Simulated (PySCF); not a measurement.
Order these species by their calculated properties.

All species are isolated and taken at one optimised geometry, non-relativistic unless stated. Electronic properties by PySCF.

Dipoles, sizes and rotational constants follow the conformer. The torsions of the flexible species, by atom-mapped SMILES:
- `[CH3:1][CH2:2][S@@:3](=[O:4])[c:5]1[n:6][cH:7][n:8][nH:9]1`: C1–C2–S3–O4 73°, C2–S3–C5–N6 64°
- `[N:1]#[C:2]/[CH:3]=[C:4]\[O:5][CH2:6][C:7]#[N:8]`: C3–C4–O5–C6 21°, C4–O5–C6–C7 65°
- `[CH+:1]=[C:2][SiH2:3][C@H:4]([F:5])[SiH3:6]`: C2–Si3–C4–F5 -67°
- `[OH:1][C:2]1[CH2:3][CH:4]([SiH2:5][F:6])[CH2:7]1`: C3–C4–Si5–F6 -68°, H–O1–C2–C3 32°
- `[CH-:1]=[C:2][C:3](=[C:4]=[C:5]=[CH2:6])/[CH:7]=[CH:8]\[CH3:9]`: C2–C3–C7–C8 180°

(1) Rank by smallest rotational constant, highest first (GFN2-xTB).
A. `N#C/C=[C]\OCC#N` [radical]
B. `O[C]1CC([SiH2]F)C1` [radical]
C. `[CH+]=[C][SiH2][C@H](F)[SiH3]` [radical]
D. `CC[S@@](=O)c1ncn[nH]1`
E. `[SiH2][C@@H]1C=C[SiH2]1` [radical]
F. `N#C[C]1CO[C@H]1C#N` [radical]

(2) Rank by isotropic g value, lowest first (unrestricted B3LYP/pcH-1, mean-field spin–orbit at GFN2-xTB geometries).
A. `[CH-]=[C]C(=C=C=C)/C=C\C` [radical]
B. `C1[C](CC1[SiH2]F)O` [radical]
C. `[C@H]1(C=C[SiH2]1)[SiH2]` [radical]
D. `[SiH3][C@H]([SiH2][C]=[CH+])F` [radical]
E. `N#C/C=[C]\OCC#N` [radical]
F. `[SiH3][C@@H]1C=[C][SiH2]1` [radical]
G. `[SiH3][C@H]1C=C[SiH]1` [radical]

(3) By how much do the two ends of that ranking differ?

Answers

(1) E (1.851 GHz), A (1.346 GHz), F (1.230 GHz), B (1.071 GHz), C (1.007 GHz), D (0.795 GHz).

(2) E (2.00227), F (2.00263), A (2.00275), G (2.00295), B (2.00314), C (2.00345), D (2.00825).

(3) By 0.00598, between `[CH+]=[C][SiH2][C@H](F)[SiH3]` [charge +1 and doublet state] and `N#C/C=[C]\OCC#N` [doublet state].
